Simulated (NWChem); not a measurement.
System: GeIF, singlet; SMILES [F][Ge][I]

```xyz
3

Ge    -0.4062     1.3670     0.0000
F      1.2421     1.9569     0.0000
I      0.0343    -1.1577     0.0000
```
Atoms are numbered in this order, from 1.

Program: NWChem. Low-valent species are run as closed-shell singlets; no triplet was tried in these runs. The geometry was optimised at PBE0/def2-SVP. def2 effective core potentials on I; no spin-orbit coupling. B3LYP is NWChem's, with the RPA form of VWN correlation. Vertical excitations in the gas phase; the lowest state need not have the same character in each row.

For level PBE/def2-SVP, TDA:

```
Item                                      Result
----------------------------------------  ------
lowest excitation, singlet (eV)             2.99
lowest state with f > 0.02, singlet (eV)    3.93
orbital gap (eV)                            2.86
```

Problem. What are these values for level B3LYP/def2-SVP, TDA?

Solution. The lowest excitation, singlet (eV) is 3.25 and the lowest state with f > 0.02, singlet (eV) is 4.09. The orbital gap (eV) comes out as 4.19.
